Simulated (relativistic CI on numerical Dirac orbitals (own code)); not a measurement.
Ce3+: 5p photoemission

Computed with this model: Dirac-Coulomb-Breit CI, separate exchange-only KLI orbitals for each configuration, QED by a radiative potential, multiplet model of photoemission in the sudden approximation, unscaled Slater integrals; configurations [Xe] 4f → [Kr] 4d10 4f 5s2 5p5; 300 K; Lorentzian 0.84 eV and Gaussian 0.5 eV FWHM. Energies are those of the free ion, without screening or charge transfer. The energies are binding energies and can lie tens of eV above those of solids. S is read from ⟨S²⟩ = S(S + 1).

free ion: ground-state S = 0.50, centroid 51.07 eV. Peaks (eV, height): 49.8 (100), 53.1 (60).

Strongest unbroadened transitions for free ion:

| Energy (eV) | Relative strength |
| --- | --- |
| 48.82 | 34.0 |
| 49.24 | 34.5 |
| 49.75 | 100.0 |
| 49.90 | 11.0 |
| 50.47 | 68.7 |
| 50.99 | 0.5 |
| 51.40 | 24.7 |
| 53.03 | 77.8 |
| 53.49 | 1.3 |
| 53.52 | 1.6 |
| 53.98 | 54.2 |
